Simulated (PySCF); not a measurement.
One molecule, many functionals

Species: CH6Cl2Ge2.
Atom-mapped SMILES: `[Cl:1][GeH2:2][CH2:3][GeH2:4][Cl:5]` (hydrogens: H6, H7 on Ge2; H8, H9 on C3; H10, H11 on Ge4)

Structure used (PBE0-D3(BJ)/def2-SVP), in Å, numbered top down from 1:
```
atom  x, y, z in Å
Cl1    1.7678    3.1248   -0.1322
Ge2    2.0960    1.2577    0.9266
C3     0.6088    0.1091    0.4173
Ge4   -1.1511    0.8056    0.8736
Cl5   -1.1151    1.2100    3.0088
H6     2.1270    1.5814    2.4236
H7     3.4397    0.7016    0.4286
H8     0.6529   -0.0409   -0.6737
H9     0.7336   -0.8744    0.8987
H10   -1.4700    2.1288    0.1699
H11   -2.2470   -0.2483    0.6461
```

Linear-response calculations in the def2-SVPD basis (PySCF; singlets by full response, triplets Tamm–Dancoff, core orbitals frozen in the response; HF means time-dependent Hartree–Fock). 'Strongest' is the level of largest summed f among the singlets computed (6 and 10 roots, of which the last may lack a degenerate partner); it can jump between rows when another state enters that window. S1 is the lowest singlet of each run and needn't be the same state throughout; f(S1) is that of one state. Isolated species at its PBE0-D3(BJ)/def2-SVP geometry (one conformer only). The LDA/def2-SVPD calculation is non-relativistic and has no spin–orbit coupling, an omission that weighs most on germanium.

```tsv
functional	kind	S1 (eV)	f(S1)	strongest (eV)	T1 (eV)	HOMO (eV)	gap (eV)	ionisation energy, ΔSCF (eV)
LDA	LDA	5.94	0.000	6.26	5.78	-7.42	5.87	9.94
PBE	GGA	6.08	0.000	6.37	5.87	-7.33	6.01	9.87
B3LYP	global hybrid, 20% exact exchange	6.65	0.005	7.09	not run	-8.37	7.64	not run
PBE0	global hybrid, 25% exact exchange	6.84	0.007	7.42	6.42	-8.63	8.17	10.36
BHandHLYP	global hybrid, 50% exact exchange	7.30	0.012	8.47	6.84	-9.78	10.11	10.71
CAM-B3LYP	range-separated hybrid	7.02	0.014	8.21	6.56	-9.93	10.35	10.68
wB97X-D	range-separated hybrid	7.12	0.014	8.39	6.71	-10.45	11.69	10.66
LC-wPBE	range-separated hybrid	7.45	0.013	8.53	6.90	-11.32	12.86	11.09
HF	Hartree–Fock	8.27	0.009	9.25	7.62	-11.63	13.57	not settled
```

S1 runs from 5.94 eV (LDA) to 8.27 eV (HF), a spread of 2.33 eV, while the orbital gap spreads over 7.7 eV. Along PBE (0%), B3LYP (20%), PBE0 (25%), BHandHLYP (50%), HF (100%) S1 rises with the share of exact exchange. −ε(HOMO) comes closest to its own ΔSCF ionisation energy with wB97X-D (-0.20 eV) and misses most with PBE (-2.54 eV). 'Not settled' means that the ion's SCF failed to converge or may have ended in another state than the lowest.

Without π bonds the low states are Rydberg-like; a valence basis with one diffuse set may place them up to an eV too high.
